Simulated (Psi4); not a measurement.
AlI3, charge -1, doublet, at a GFN2-xTB geometry (such geometries of metal compounds can be far from the true shape) (a state made from the parent by changing its charge; the spin is typed, not shown lowest) (core potentials on I) (a gas-phase anion, which may not be bound at this level); B3LYP/def2-SVP (Psi4).

The Psi4 input:
```
memory 2 GB

molecule mol {
-1 2
  Al   -0.000055   -0.018048    0.009502
  I    -2.214325   -1.527828   -0.069272
  I     0.007225    2.350478   -1.237457
  I     2.207113   -0.818222    1.304398
}

set basis def2-svp
set reference uks

energy('b3lyp')
print_variables()
```

It wrote (shortened):

```
   => Loading Basis Set <=

    Name: DEF2-SVP
    Role: ORBITAL
    Keyword: BASIS

    !!!  WARNING: ECP capability is in beta. Please check occupations closely.  !!!

         ---------------------------------------------------------
                                   SCF
               by Justin Turney, Rob Parrish, Andy Simmonett
                          and Daniel G. A. Smith
                              UKS Reference
         ---------------------------------------------------------

  ==> Geometry <==

    Molecular point group: c1
    Full point group: C1

    Geometry (in Angstrom), charge = -1, multiplicity = 2:

       Center              X                  Y                   Z               Mass
    ------------   -----------------  -----------------  -----------------  -----------------
         AL          -0.000055406612    -0.018231887962     0.009598728558    26.981538530000
         I           -2.214325406612    -1.528011887962    -0.069175271442   126.904471900000
         I            0.007224593388     2.350294112038    -1.237360271442   126.904471900000
         I            2.207112593388    -0.818405887962     1.304494728558   126.904471900000

  Running in c1 symmetry.

  Rotational constants: A =      0.01257  B =      0.01211  C =      0.00617 [cm^-1]
  Rotational constants: A =    376.72634  B =    363.02881  C =    184.87538 [MHz]
  Nuclear repulsion =  406.337103403737046

  Charge       = -1
  Multiplicity = 2
  Electrons    = 89
  Nalpha       = 45
  Nbeta        = 44

  ==> Algorithm <==

  SCF Algorithm Type is DF.
  DIIS enabled.
  MOM disabled.
  Fractional occupation disabled.
  Guess Type is SAD.
  Energy threshold   = 1.00e-06
  Density threshold  = 1.00e-06
  Integral threshold = 1.00e-12

  ==> Primary Basis <==

  Basis Set: DEF2-SVP
    Blend: DEF2-SVP
    Number of shells: 38
    Number of basis functions: 96
    Number of Cartesian functions: 103
    Spherical Harmonics?: true
    Max angular momentum: 2

  Core potential: DEF2-SVP
    Number of shells: 12
    Number of ECP primitives: 87
    Number of ECP core electrons: 84
    Max angular momentum: 3

  ==> DFT Potential <==

   => LibXC <=

    Version 7.1.2
    S. Lehtola, C. Steigemann, M. J. T. Oliveira, and M. A. L. Marques,  SoftwareX 7, 1–5 (2018) (10.1016/j.softx.2017.11.002)

   => Composite Functional: B3LYP <=

    B3LYP Hyb-GGA Exchange-Correlation Functional

[...]
      Ntotal   =   89.0000139005 ; deviation = 1.390e-05

   @Spin Contamination Metric:   2.751130597E-03
   @S^2 Expected:                7.500000000E-01
   @S^2 Observed:                7.527511306E-01
   @S   Expected:                5.000000000E-01
   @S   Observed:                5.000000000E-01

    Orbital Energies [Eh]
    ---------------------

    Alpha Occupied:

[...]
    Alpha Virtual:

[...]
    Beta Occupied:

[...]
    Beta Virtual:

[...]
      96A     56.071527

    Final Occupation by Irrep:
              A
    DOCC [    44 ]
    SOCC [     1 ]
    NA   [    45 ]
    NB   [    44 ]

  @DF-UKS Final Energy: -1135.98043659393466

   => Energetics <=

    Nuclear Repulsion Energy =            406.3371034037370464
    One-Electron Energy =               -2717.8507614248014761
    Two-Electron Energy =                1245.0689169090121595
    DFT Exchange-Correlation Energy =     -69.5356954818821009
    Empirical Dispersion Energy =           0.0000000000000000
    VV10 Nonlocal Energy =                  0.0000000000000000
    Total Energy =                      -1135.9804365939346553

  UHF NO Occupations:
  HONO-2 :   43  A 1.9997531
  HONO-1 :   44  A 1.9993462
  HONO-0 :   45  A 1.0000000
  LUNO+0 :   46  A 0.0006538
  LUNO+1 :   47  A 0.0002469
  LUNO+2 :   48  A 0.0002104
  LUNO+3 :   49  A 0.0001904

Computation Completed

Properties will be evaluated at   0.000000,   0.000000,   0.000000 [a0]

Properties computed using the SCF density matrix

 Multipole Moments:

 ------------------------------------------------------------------------------------
     Multipole            Electronic (a.u.)      Nuclear  (a.u.)        Total (a.u.)
 ------------------------------------------------------------------------------------

 L = 1.  Multiply by 2.5417464519 to convert [e a0] to [Debye]
 Dipole X            :          0.0008563           -0.0008046            0.0000516
 Dipole Y            :          0.2746990           -0.2647622            0.0099368
 Dipole Z            :         -0.1446316            0.1393921           -0.0052395
 Magnitude           :                                                    0.0112336

 ------------------------------------------------------------------------------------

  Variable Map:
  ----------------------------------------------------------------------------
[...]
  Array Variable Map:
  ----------------------------------------------------------------------------
[...]
[...]
```
